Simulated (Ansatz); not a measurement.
Cd₁₄H₃₄S₁₄, relaxed as a singlet with RKS PBE-D4/def2-SVP in Ansatz, starting from the GFN1-xTB geometry. Force threshold 0.03 eV/Å.

In the def2 sets Cd takes a core potential; there is no spin–orbit coupling. Single mean-field runs in def2-SVP are fitted with def2-universal-jkfit. In the singlet geometry the species has come apart into loosely held pieces. In the singlet, H32 and H37 lie 0.77 Å apart, H30 and H33 lie 0.77 Å apart (atoms count from 1), so H2 has formed as a molecule.

Start:

```xyz
62

S     0.859    0.444   -5.380
Cd   -2.060    1.285   -5.210
Cd    1.173    4.336   -3.430
S    -0.799    2.268   -2.973
Cd    2.097   -1.451   -3.534
S    -0.511   -2.742   -3.800
Cd    3.657    1.117   -1.707
S     2.512    3.284   -1.067
S     1.744   -0.560   -1.291
Cd   -0.342    0.906   -0.859
Cd   -2.368   -3.283   -1.696
S    -2.549   -0.785   -1.120
Cd    1.098    4.001    0.985
S    -0.481    2.015    1.313
Cd   -2.315    4.187    1.544
Cd   -4.423   -0.811    0.626
S    -4.350    2.014    1.150
S     4.601    0.318    0.976
Cd    1.841   -2.469    0.584
S    -0.665   -3.642    0.201
Cd    3.491   -0.151    3.663
S     2.593    2.554    3.136
S     1.499   -1.322    2.822
Cd   -0.546    0.216    3.193
Cd   -2.340   -3.999    2.125
S    -2.706   -1.487    2.420
Cd    2.165   -2.970    5.049
S    -0.408   -4.313    4.245
H     1.568    0.661   -6.467
H     1.219    1.587   -4.832
H    -2.227    2.522   -6.286
H    -2.508   -0.320   -4.857
H     2.080    3.562   -4.625
H     0.456    5.727   -2.886
H    -1.752    3.019   -2.447
H     3.072   -2.341   -4.525
H    -1.211   -1.715   -4.249
H    -0.745   -3.468   -4.873
H     5.030    0.974   -2.613
H     3.559    4.081   -0.936
H    -3.439   -4.353   -2.318
H    -3.128   -0.276   -2.193
H     1.141    5.558    1.512
H    -2.518    4.832    0.019
H    -2.528    4.355    3.194
H    -6.017   -1.164    0.501
H    -5.157    2.524    0.247
H    -5.209    2.190    2.129
H     5.668   -0.435    0.802
H     3.769   -0.644    0.637
H     2.904   -3.709    0.281
H    -0.309   -4.894   -0.032
H     4.794    0.037    4.660
H     2.048    3.034    4.237
H     1.471    1.979    2.735
H    -1.081    0.645    4.697
H    -3.349   -5.259    2.392
H    -3.452   -1.467    3.512
H     3.198   -4.157    4.475
H     1.542   -2.226    6.413
H    -0.233   -5.610    4.390
H    -1.128   -4.205    5.340
```

```json
{"step": "1", "energy (eV)": "-216044.2779", "largest force component (eV/Å)": "1.882", "SCF passes": "20"}
{"step": "2", "energy (eV)": "-216045.7800", "largest force component (eV/Å)": "1.116", "SCF passes": "25"}
{"step": "3", "energy (eV)": "-216046.1130", "largest force component (eV/Å)": "0.663", "SCF passes": "20"}
{"step": "4", "energy (eV)": "-216046.2377", "largest force component (eV/Å)": "0.777", "SCF passes": "21"}
{"step": "5", "energy (eV)": "-216046.3408", "largest force component (eV/Å)": "0.215", "SCF passes": "19"}
{"step": "6", "energy (eV)": "-216046.4602", "largest force component (eV/Å)": "0.366", "SCF passes": "20"}
{"step": "7", "energy (eV)": "-216046.6356", "largest force component (eV/Å)": "0.572", "SCF passes": "21"}
{"step": "8", "energy (eV)": "-216046.9307", "largest force component (eV/Å)": "0.601", "SCF passes": "27"}
{"step": "9", "energy (eV)": "-216047.2985", "largest force component (eV/Å)": "0.484", "SCF passes": "26"}
{"step": "10", "energy (eV)": "-216047.6096", "largest force component (eV/Å)": "0.576", "SCF passes": "21"}
{"step": "11", "energy (eV)": "-216047.8059", "largest force component (eV/Å)": "0.361", "SCF passes": "20"}
{"step": "15", "energy (eV)": "-216048.1619", "largest force component (eV/Å)": "0.182", "SCF passes": "20"}
{"step": "19", "energy (eV)": "-216048.3502", "largest force component (eV/Å)": "0.789", "SCF passes": "20"}
{"step": "23", "energy (eV)": "-216048.7467", "largest force component (eV/Å)": "0.359", "SCF passes": "20"}
{"step": "27", "energy (eV)": "-216049.0041", "largest force component (eV/Å)": "0.133", "SCF passes": "20"}
{"step": "31", "energy (eV)": "-216049.1298", "largest force component (eV/Å)": "0.170", "SCF passes": "19"}
{"step": "35", "energy (eV)": "-216049.2256", "largest force component (eV/Å)": "0.180", "SCF passes": "20"}
{"step": "39", "energy (eV)": "-216049.3239", "largest force component (eV/Å)": "0.301", "SCF passes": "20"}
{"step": "43", "energy (eV)": "-216049.4032", "largest force component (eV/Å)": "0.177", "SCF passes": "19"}
{"step": "47", "energy (eV)": "-216049.4359", "largest force component (eV/Å)": "0.043", "SCF passes": "19"}
{"step": "51", "energy (eV)": "-216049.4462", "largest force component (eV/Å)": "0.093", "SCF passes": "19"}
{"step": "55", "energy (eV)": "-216049.5373", "largest force component (eV/Å)": "0.398", "SCF passes": "20"}
{"step": "59", "energy (eV)": "-216049.5851", "largest force component (eV/Å)": "0.071", "SCF passes": "19"}
{"step": "63", "energy (eV)": "-216049.5919", "largest force component (eV/Å)": "0.046", "SCF passes": "21"}
{"step": "64", "energy (eV)": "-216049.5922", "largest force component (eV/Å)": "0.010", "SCF passes": "15"}
```

Force components are those of the run's own axes.

End:

Cartesian coordinates in Å:
```
S 1.737 0.886 -4.588
Cd -0.778 0.900 -5.233
Cd -0.691 4.828 -2.276
S -1.331 2.169 -2.934
Cd 1.786 -1.679 -3.710
S -0.887 -1.726 -4.041
Cd 3.178 1.463 -2.186
S 1.617 3.511 -1.471
S 1.517 -0.387 -1.422
Cd -0.723 0.619 -0.924
Cd -1.947 -3.313 -2.245
S -2.826 -1.012 -1.147
Cd 1.287 3.417 1.154
S -1.001 1.916 1.222
Cd -1.535 4.713 1.234
Cd -4.795 -0.755 0.616
S -4.383 1.966 0.362
S 5.279 -1.165 2.392
Cd 2.140 -2.151 0.290
S -0.259 -3.392 -0.005
Cd 3.245 -1.213 4.253
S 3.237 2.082 1.924
S 1.447 -0.829 2.481
Cd -0.858 0.431 3.200
Cd -1.794 -3.797 2.079
S -2.799 -1.390 2.277
Cd 2.539 -4.034 5.496
S -0.164 -2.987 4.540
H 2.403 0.966 -5.775
H 1.747 3.812 -5.080
H -1.733 0.960 -6.633
H -4.502 -0.157 -4.356
H 1.645 4.541 -5.306
H -0.541 5.871 -3.607
H -2.692 2.124 -2.862
H 2.820 -2.952 -4.148
H -3.804 -0.438 -4.518
H -1.002 -2.513 -5.148
H 4.857 1.624 -2.355
H 2.551 4.502 -1.508
H -2.704 -4.823 -2.418
H -3.334 -0.498 -2.302
H 0.413 4.943 1.612
H -1.488 4.733 -0.628
H -2.738 5.116 2.372
H -6.397 -1.300 0.713
H -4.855 2.471 1.537
H -3.033 1.968 0.806
H 5.978 -2.238 2.861
H 4.556 -1.966 1.497
H 3.613 -3.021 0.561
H 0.110 -4.697 -0.138
H 3.547 -0.741 5.865
H 3.139 2.405 3.246
H 2.103 0.413 2.144
H -0.932 0.038 4.885
H -2.322 -5.290 2.695
H -3.481 -1.619 3.434
H 3.231 -3.320 4.070
H 2.087 -4.892 6.864
H -1.021 -3.453 5.494
H -0.461 -1.641 4.790
```

Bonds lost: S1–H30, Cd2–H32, Cd3–H33, S6–H37, Cd21–S22, S22–H55, S23–Cd27 (atoms count from 1). Bonds formed: S1–Cd7, Cd2–S6, Cd3–H44, Cd15–H43, S23–H55 (atoms count from 1). The end holds 3 separate pieces.

The force fell under the threshold at step 50, but the optimiser went on and released 0.150 eV more. No frequencies were taken in this run, so the end may be a saddle point.

It took 4.8 min on 11 threads of AMD EPYC 7R13 on a shared host and a whole NVIDIA H100 80GB HBM3.
